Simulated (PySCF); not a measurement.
# Bond length, frequency and bond energy of GaBi by level of theory

State: ³Σ⁻ (triplet), unpaired electrons π ↑↑. Set-up: basis Ga def2-SVP, Bi def2-SVP with ECP60; scalar-relativistic core potentials; PySCF 2.14. De refers to Ga + Bi in their high-spin ground configurations, without counterpoise correction. The functionals are run spin-unrestricted. A positive dipole means Ga(−)Bi(+). Levels whose curve was spin-contaminated or gave no clean fit are not listed.

```json
{"Level": "UHF", "Re (Å)": "2.895", "ωe (cm⁻¹)": "145", "De (eV)": "0.50", "μ (D)": "-1.45", "CPU s a point (SCF and correlation, without the integrals)": "0.25"}
{"Level": "UHF-MP2", "Re (Å)": "2.840", "ωe (cm⁻¹)": "166", "De (eV)": "1.21", "μ (D)": "n/a", "CPU s a point (SCF and correlation, without the integrals)": "0.46"}
{"Level": "UHF-SCS-MP2", "Re (Å)": "2.859", "ωe (cm⁻¹)": "162", "De (eV)": "1.16", "μ (D)": "n/a", "CPU s a point (SCF and correlation, without the integrals)": "n/a"}
{"Level": "PBE", "Re (Å)": "2.867", "ωe (cm⁻¹)": "156", "De (eV)": "1.85", "μ (D)": "-0.76", "CPU s a point (SCF and correlation, without the integrals)": "0.93"}
{"Level": "BP86", "Re (Å)": "2.870", "ωe (cm⁻¹)": "154", "De (eV)": "1.87", "μ (D)": "-0.84", "CPU s a point (SCF and correlation, without the integrals)": "0.67"}
{"Level": "TPSS", "Re (Å)": "2.858", "ωe (cm⁻¹)": "156", "De (eV)": "1.80", "μ (D)": "-0.76", "CPU s a point (SCF and correlation, without the integrals)": "1.3"}
{"Level": "r²SCAN", "Re (Å)": "2.841", "ωe (cm⁻¹)": "159", "De (eV)": "1.66", "μ (D)": "-0.78", "CPU s a point (SCF and correlation, without the integrals)": "1.3"}
{"Level": "r²SCANh", "Re (Å)": "2.835", "ωe (cm⁻¹)": "161", "De (eV)": "1.62", "μ (D)": "-0.85", "CPU s a point (SCF and correlation, without the integrals)": "1.5"}
{"Level": "PBE0", "Re (Å)": "2.840", "ωe (cm⁻¹)": "161", "De (eV)": "1.68", "μ (D)": "-0.92", "CPU s a point (SCF and correlation, without the integrals)": "1.5"}
{"Level": "LC-ωPBE", "Re (Å)": "2.782", "ωe (cm⁻¹)": "172", "De (eV)": "1.42", "μ (D)": "-0.98", "CPU s a point (SCF and correlation, without the integrals)": "1.4"}
```

(1) What does a quarter of exact exchange do here, going from PBE to PBE0?

(2) What does the step from GGA to meta-GGA do here, going from PBE to r²SCAN?

(3) What does second-order correlation do here, going from UHF to UHF-MP2?

Correlated steps freeze 13 core orbitals. Correlated levels converge slowly with the basis: in double zeta they bind strong bonds too weakly, by up to about 1 eV, and carry superposition errors of some tenths. Spin–orbit coupling is left out, which matters for elements this heavy, above all for dissociation energies. The state was picked by a PBE0 search and need not be the measured ground state.

The whole job (state search and all levels along the bond) took about 3.4 min on 1 thread of Arm Neoverse V1 (shared host), peak memory 0.84 GiB.

## Answers

(1) PBE0 less PBE: -2.7 pm in Re, +3.2 % in ωe, -0.17 eV in De. Exact exchange removes part of the self-interaction that spreads semilocal densities, and in most molecules shortens and stiffens the bond and lowers De; so it does here.

(2) r²SCAN less PBE: -2.6 pm in Re, +1.9 % in ωe, -0.19 eV in De. 

(3) UHF-MP2 less UHF: -5.5 pm in Re, +14.5 % in ωe, +0.71 eV in De. Correlation nearly always deepens the well. The bond shortens, as in weak, metallic or heavy-atom bonds, where dispersion and the correlation of outer-core electrons pull the atoms together.
